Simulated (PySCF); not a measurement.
Nb(O)(Cl)2(Me) (CH3Cl2NbO), SMILES [Cl][Nb]([Cl])(=[O])[CH3], multiplicity 1. Geometry optimised at PBE-D3(BJ)/def2-SVP. The spin state was assumed, not searched. The structure was generated by enumeration; whether it is a known compound was not checked. The def2 effective core potentials stand for the cores of Nb; spin–orbit coupling is left out.

Computed equilibrium geometry at PBE-D3(BJ)/def2-SVP (PySCF confirms it by a frequency run) as a Z-matrix, and its point group:
point group Cs.
```
Nb
O 1 1.7026
C 1 2.1342 2 102.27
H 3 1.1110 1 110.25 2 180.00
H 3 1.1115 4 109.70 1 -120.84
H 3 1.1115 4 109.70 5 -118.33
Cl 1 2.3066 2 109.98 3 114.69
Cl 1 2.3066 2 109.98 3 -114.69
```
Charge 0, spin multiplicity 1.
